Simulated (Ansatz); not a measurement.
Molecule: COs (charge 0, triplet). The spin state was set by rule; other spins were not relaxed. SMILES: [C][Os]
Geometry: optimised at B3LYP-D3(BJ)/def2-TZVP (Ansatz, an electronic-structure program).

Wanted: atomisation energy (electronic, to ground-state atoms), in kcal/mol. Correlated levels leave the core frozen unless marked. UHF or UKS for open shells. No spin-orbit coupling. Frozen are the shells of the preceding noble gas and the d and f shells that filled before the atom's block. Past Kr the def2 sets carry scalar-relativistic core potentials. The coupled-cluster limit lacks core correlation, which all-electron functionals hold. CBS marks a two-point X^-3 extrapolation of the correlation energy; Hartree-Fock from the larger set.

The UHF reference is spin-contaminated (<S^2> 0.88 over the pure value in the largest basis). The T1 diagnostic of CCSD in the largest basis is 0.100, which is high, so the coupled-cluster rows are less sure than usual.

```
level                                        program  atomisation energy (kcal/mol)
------------------------------------  --------------  -----------------------------
PBE0-D3(BJ)/def2-TZVPD                Ansatz + dftd3                          150.0
BHLYP/def2-TZVPD                              Ansatz                     (withheld)
CAM-B3LYP-D3(BJ)/def2-TZVPD           Ansatz + dftd3                          138.1
CCSD/def2-SVPD                                Ansatz                          123.2
CCSD(T)/CBS(def2-TZVPPD,def2-QZVPPD)          Ansatz                     (withheld)
```

Fill in the missing entries.


- BHLYP/def2-TZVPD, atomisation energy (kcal/mol): 117.2
- CCSD(T)/CBS(def2-TZVPPD,def2-QZVPPD), atomisation energy (kcal/mol): 146.1
